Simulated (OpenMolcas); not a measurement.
A run on Ru3+ among 6 point charges of -1.7 e arranged as an octahedron (Oh), 2.4 Å from the ion.
```
   2.4000    0.0000    0.0000  -1.70
   0.0000    2.4000    0.0000  -1.70
  -2.4000    0.0000    0.0000  -1.70
   0.0000   -2.4000    0.0000  -1.70
   0.0000    0.0000    2.4000  -1.70
   0.0000    0.0000   -2.4000  -1.70
```

- Program: OpenMolcas
- Method: CASSCF
- Basis: ANO-RCC-VDZP [6s5p3d1f]
- Scalar Hamiltonian: DKH2, point nucleus
- Active space: 5 electrons in 5 orbitals (4d)
- State averaging: 2S+1 = 6 even, 1 root; 2S+1 = 4 even, 24 roots; 2S+1 = 2 even, 75 roots
- Spin-orbit coupling: RASSI with atomic mean-field integrals over the reference wave functions

43 basis functions. Blocks (2S+1, parity, CSFs, roots kept): 6, even, 1, 1; 4, even, 24, 24; 2, even, 75, 75.

**Question.** How long do the RASSCF and RASSI steps take on 1 thread of Arm Neoverse V1, on a shared host?

**Answer.** About 25 s of wall time, without the integral step.
